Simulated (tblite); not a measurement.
Run record: tight-binding relaxation, `FC1=C([SiH3])C=CC(N[SiH3])=C1`.

Computed with GFN2-xTB geometry optimisation, gas phase (tblite 0.8.0). Start geometry: from a force field or distance geometry. A driver script takes a list of jobs; this job's settings line and coordinates (Å) are shown.

Command:
```bash
OMP_NUM_THREADS=1 python probes_run.py task.json out
```

Input:
```
{"job": {"kind": "relax", "xc": "GFN2-xTB", "basis": "xTB"}, "charge": 0, "multiplicity": 1}
F      1.285600     2.357800     0.481000
C      0.870900     1.114500     0.140100
C     -0.452700     0.779000     0.059300
C     -0.915100    -0.468700    -0.287100
N     -2.279200    -0.832200    -0.372300
Si    -3.627000     0.323700    -0.085600
C      0.024300    -1.465800    -0.538600
C      1.394800    -1.182300    -0.448500
C      1.796100     0.083900    -0.113400
Si     3.598300     0.460400    -0.001100
H     -1.179300     1.571000     0.258500
H     -2.558300    -1.815800    -0.638600
H     -4.764000     0.042500    -0.973800
H     -3.190700     1.727000    -0.237300
H     -4.094200     0.098000     1.302800
H     -0.290800    -2.486700    -0.793000
H      2.131600    -1.942500    -0.645200
H      3.883700     1.638400    -0.814700
H      3.991400     0.702600     1.393600
H      4.369600    -0.694100    -0.508600
```

Estimate the output.

```
step      E/eV     max force
  0    -791.06724    2.441
  1    -791.27297    1.435
  2    -791.36676    0.754
  3    -791.44861    0.496
  4    -791.46773    0.349
  5    -791.48430    0.248
  6    -791.49054    0.231
  7    -791.50010    0.239
  8    -791.50666    0.207
  9    -791.51287    0.168
... (65 lines left out)
 75    -791.60392    0.023
 76    -791.60401    0.025
 77    -791.60408    0.023
 78    -791.60414    0.016
 79    -791.60419    0.014
 80    -791.60423    0.015
 81    -791.60427    0.015
 82    -791.60431    0.011
 83    -791.60433    0.011
 84    -791.60435    0.008
```

«max force» is the largest atomic force in eV/Å.

From which step on does the largest force stay under 0.1 eV/Å, and how much energy is left to gain from there?

From step 46 (0.078 eV/Å), 22.9 meV above the end.

In short: energy lowered by 12.4 kcal/mol over 84 steps; largest atomic force 0.008 eV/Å at the end.

Give the final coordinates.

0.333 Å rms from the input after alignment:
```
atom  x, y, z in Å
F1     1.2850    2.1940    0.7017
C2     0.8649    0.9866    0.2462
C3    -0.4918    0.7731    0.1509
C4    -0.9522   -0.4575   -0.3164
N5    -2.2958   -0.7144   -0.4369
Si6   -3.6304    0.3286   -0.0669
C7    -0.0081   -1.4288   -0.6624
C8     1.3427   -1.1748   -0.5519
C9     1.8270    0.0471   -0.0948
Si10   3.6550    0.4682    0.0634
H11   -1.1819    1.5511    0.4335
H12   -2.4849   -1.6389   -0.7933
H13   -4.7892   -0.4948   -0.4010
H14   -3.5687    1.5376   -0.8921
H15   -3.6108    0.6789    1.3553
H16   -0.3496   -2.3900   -1.0221
H17    2.0481   -1.9449   -0.8279
H18    3.9657    1.6044   -0.8059
H19    3.9597    0.7997    1.4561
H20    4.4103   -0.7146   -0.3581
```

Time: 1.4 s of wall time. Hardware: one thread, Arm Neoverse N1 (aarch64), shared host.
Labels such as C1 count atoms from 1, the log's own numbers from 0.
